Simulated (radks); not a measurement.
All-electron atom: Mo+ in [Kr] 4d5 (the NIST ground configuration).

All-electron calculation, scalar-relativistic Kohn-Sham, exchange-only r2SCAN, spin-polarised, spherical densities, finite nucleus; open shells are filled with parallel spins first (spin-orbit coupling, left out, can overturn this in heavy ions); meta-GGA in the generalised Kohn-Sham scheme; Fermi nuclear charge, rms radius 4.4091 fm. Program: a radial shooting solver on a logarithmic mesh with Libxc functionals.

Energy parts (eV):
total: -110124.758
kinetic: 113601.848
electron-nucleus: -265246.829
Hartree: 44837.289
exchange: -3317.066

Orbitals (lengths in bohr, moments of r in powers of bohr):
[
 {"orbital": "1s up", "occ.": "1", "eigenvalue (eV)": "-19872.17", "<r>": "0.03517", "<r^4>": "7.225e-06"},
 {"orbital": "1s down", "occ.": "1", "eigenvalue (eV)": "-19872.22", "<r>": "0.03517", "<r^4>": "7.225e-06"},
 {"orbital": "2s up", "occ.": "1", "eigenvalue (eV)": "-2823.952", "<r>": "0.1536", "<r^4>": "0.001335"},
 {"orbital": "2s down", "occ.": "1", "eigenvalue (eV)": "-2823.217", "<r>": "0.1536", "<r^4>": "0.001335"},
 {"orbital": "2p up", "occ.": "3", "eigenvalue (eV)": "-2522.290", "<r>": "0.1340", "<r^4>": "0.0009596"},
 {"orbital": "2p down", "occ.": "3", "eigenvalue (eV)": "-2521.771", "<r>": "0.1339", "<r^4>": "0.0009590"},
 {"orbital": "3s up", "occ.": "1", "eigenvalue (eV)": "-490.7149", "<r>": "0.4277", "<r^4>": "0.06804"},
 {"orbital": "3s down", "occ.": "1", "eigenvalue (eV)": "-490.4743", "<r>": "0.4277", "<r^4>": "0.06800"},
 {"orbital": "3p up", "occ.": "3", "eigenvalue (eV)": "-390.7438", "<r>": "0.4298", "<r^4>": "0.07554"},
 {"orbital": "3p down", "occ.": "3", "eigenvalue (eV)": "-390.4302", "<r>": "0.4299", "<r^4>": "0.07539"},
 {"orbital": "3d up", "occ.": "5", "eigenvalue (eV)": "-228.6818", "<r>": "0.4154", "<r^4>": "0.08399"},
 {"orbital": "3d down", "occ.": "5", "eigenvalue (eV)": "-228.0758", "<r>": "0.4153", "<r^4>": "0.08338"},
 {"orbital": "4s up", "occ.": "1", "eigenvalue (eV)": "-73.4617", "<r>": "1.122", "<r^4>": "3.099"},
 {"orbital": "4s down", "occ.": "1", "eigenvalue (eV)": "-69.4722", "<r>": "1.108", "<r^4>": "2.938"},
 {"orbital": "4p up", "occ.": "3", "eigenvalue (eV)": "-47.0385", "<r>": "1.252", "<r^4>": "5.170"},
 {"orbital": "4p down", "occ.": "3", "eigenvalue (eV)": "-42.4488", "<r>": "1.230", "<r^4>": "4.812"},
 {"orbital": "4d up", "occ.": "5", "eigenvalue (eV)": "-10.8898", "<r>": "1.866", "<r^4>": "36.55"},
 {"orbital": "5s up", "occ.": "0", "eigenvalue (eV)": "-9.6153", "<r>": "3.225", "<r^4>": "216.0"},
 {"orbital": "5p up", "occ.": "0", "eigenvalue (eV)": "-5.4221", "<r>": "4.192", "<r^4>": "649.8"}
]

The highest occupied level is 4d up at -10.890 eV. The spin density at the nucleus is -5.603 e/bohr^3 (1s 0.052, 2s -1.431, 3s 1.152, 4s -5.375). The electron density at the nucleus is 9.262e+04 e/bohr^3 (large components only). For comparison, the ionisation energy in NIST's Atomic Spectra Database is 16.2 eV (semi-empirical). In exact Kohn-Sham theory the highest level is minus the ionisation energy, but local and semilocal functionals leave it too shallow, through self-interaction and a potential that decays too fast; potentials with the right tail come closer. Spin moment in Bohr magnetons: 5. The density falls to 0.001 e/bohr^3 at r = 3.95 bohr.
